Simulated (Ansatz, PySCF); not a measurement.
C₃H₇BFNO, SMILES C/C=C/OB(N)F. Atoms are numbered in the order given.

```xyz
14

C     -3.3069     0.2076     0.3929
C     -1.9061     0.7251     0.4334
C     -0.8375    -0.0007     0.0827
O      0.4265     0.5124     0.1348
B      1.5377    -0.2104    -0.2205
N      2.8066     0.3768    -0.1423
F      1.4059    -1.4801    -0.6426
H     -3.3432    -0.8355     0.0419
H     -3.7826     0.2441     1.3887
H     -3.9436     0.8105    -0.2781
H     -1.7359     1.7559     0.7679
H     -0.9129    -1.0398    -0.2636
H      2.9411     1.3283     0.1709
H      3.6509    -0.1178    -0.3937
```
Charge 0, spin multiplicity 1.

Geometry optimised at r2SCAN-D4/def2-SVP. The structure was generated by enumeration; whether it is a known compound was not checked. One conformer was computed; it need not be the lowest.

Two levels are set side by side: PBE-D3(BJ)/def2-SVP (Ansatz, a program for electronic structure) and r2SCAN-D4/def2-SVP (Ansatz). Each level has its own optimised geometry; the coordinates shown are those of the second. Frequencies come from the Hessian of PySCF at each geometry. Differences are taken from unrounded values.

| quantity | r2SCAN-D4 |
|---|---|
| mean bond length (Å) | 1.218 |
| bond C1–C2 (Å) | 1.494 |
| bond C2–C3 (Å) | 1.339 |
| bond C3–O4 (Å) | 1.365 |
| bond O4–B5 (Å) | 1.372 |
| bond B5–N6 (Å) | 1.400 |
| bond B5–F7 (Å) | 1.345 |
| bond C1–H8 (Å) | 1.101 |
| bond C1–H9 (Å) | 1.104 |
| bond C1–H10 (Å) | 1.104 |
| bond C2–H11 (Å) | 1.097 |
| bond C3–H12 (Å) | 1.098 |
| bond N6–H13 (Å) | 1.011 |
| bond N6–H14 (Å) | 1.010 |
| highest harmonic wavenumber (cm⁻¹) | 3750 |
| mean harmonic wavenumber (cm⁻¹) | 1329 |
| zero-point energy (kcal/mol) | 68.42 |

Question: What does PBE-D3(BJ) give, and how far is it from r2SCAN-D4? (The exact figures need the calculation; the answer reports its results.)

Answer: 
```json
[
 {"quantity": "mean bond length (Å)", "PBE-D3(BJ)": "1.225", "PBE-D3(BJ) minus r2SCAN-D4": "0.007"},
 {"quantity": "bond C1–C2 (Å)", "PBE-D3(BJ)": "1.498", "PBE-D3(BJ) minus r2SCAN-D4": "0.004"},
 {"quantity": "bond C2–C3 (Å)", "PBE-D3(BJ)": "1.346", "PBE-D3(BJ) minus r2SCAN-D4": "0.007"},
 {"quantity": "bond C3–O4 (Å)", "PBE-D3(BJ)": "1.369", "PBE-D3(BJ) minus r2SCAN-D4": "0.004"},
 {"quantity": "bond O4–B5 (Å)", "PBE-D3(BJ)": "1.381", "PBE-D3(BJ) minus r2SCAN-D4": "0.009"},
 {"quantity": "bond B5–N6 (Å)", "PBE-D3(BJ)": "1.407", "PBE-D3(BJ) minus r2SCAN-D4": "0.007"},
 {"quantity": "bond B5–F7 (Å)", "PBE-D3(BJ)": "1.353", "PBE-D3(BJ) minus r2SCAN-D4": "0.008"},
 {"quantity": "bond C1–H8 (Å)", "PBE-D3(BJ)": "1.109", "PBE-D3(BJ) minus r2SCAN-D4": "0.008"},
 {"quantity": "bond C1–H9 (Å)", "PBE-D3(BJ)": "1.112", "PBE-D3(BJ) minus r2SCAN-D4": "0.008"},
 {"quantity": "bond C1–H10 (Å)", "PBE-D3(BJ)": "1.112", "PBE-D3(BJ) minus r2SCAN-D4": "0.008"},
 {"quantity": "bond C2–H11 (Å)", "PBE-D3(BJ)": "1.104", "PBE-D3(BJ) minus r2SCAN-D4": "0.007"},
 {"quantity": "bond C3–H12 (Å)", "PBE-D3(BJ)": "1.105", "PBE-D3(BJ) minus r2SCAN-D4": "0.007"},
 {"quantity": "bond N6–H13 (Å)", "PBE-D3(BJ)": "1.018", "PBE-D3(BJ) minus r2SCAN-D4": "0.007"},
 {"quantity": "bond N6–H14 (Å)", "PBE-D3(BJ)": "1.017", "PBE-D3(BJ) minus r2SCAN-D4": "0.007"},
 {"quantity": "highest harmonic wavenumber (cm⁻¹)", "PBE-D3(BJ)": "3665", "PBE-D3(BJ) minus r2SCAN-D4": "-85"},
 {"quantity": "mean harmonic wavenumber (cm⁻¹)", "PBE-D3(BJ)": "1296", "PBE-D3(BJ) minus r2SCAN-D4": "-34"},
 {"quantity": "zero-point energy (kcal/mol)", "PBE-D3(BJ)": "66.68", "PBE-D3(BJ) minus r2SCAN-D4": "-1.74"}
]
```
